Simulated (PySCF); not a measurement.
Te: electron affinity

Te⁻ [Kr] 4d10 5s2 5p5 (2P) → Te [Kr] 4d10 5s2 5p4 (3P), as a difference of total energies. Computed with PySCF 2.14 in aug-cc-pVTZ-PP with ECP28MDF, with a scalar-relativistic core potential. Correlated levels: valence: 4s2 4p6 4d10 frozen. The calculations carry no spin-orbit coupling.

| method | electron affinity (eV) | difference from reference (eV) |
| --- | --- | --- |
| UHF | 1.057 | -0.914 |
| MP2 (valence) | 1.849 | -0.122 |
| SCS-MP2 (valence) | 1.849 | -0.122 |
| CCSD (valence) | 1.849 | -0.122 |
| CCSD(T) (valence) | 1.913 | -0.058 |

Reference: 1.971 eV (measured; photodetachment measurements, as compiled on the Wikipedia data page of electron affinities).

The reference lies between the lowest fine-structure levels, while these numbers refer to the centres of the terms.

Errors of the correlated levels include the incompleteness of this basis and the frozen core.
